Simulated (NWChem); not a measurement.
System: AuNH$_{4}$; SMILES [NH3]->[AuH]

Computed with NWChem. Coordinates come from a PBE0/def2-SVP optimisation. def2 effective core potentials on Au; no spin-orbit coupling. Vertical excitations in the gas phase; the lowest state need not have the same character in each row.

For level PBE/def2-SVPD, full TDDFT:

lowest excitation, singlet (eV): 4.57
orbital gap (eV): 4.39

Question: What are these values for level B3LYP/def2-SVPD, full TDDFT?

Answer: 
- lowest excitation, singlet (eV): 4.94
- orbital gap (eV): 5.66
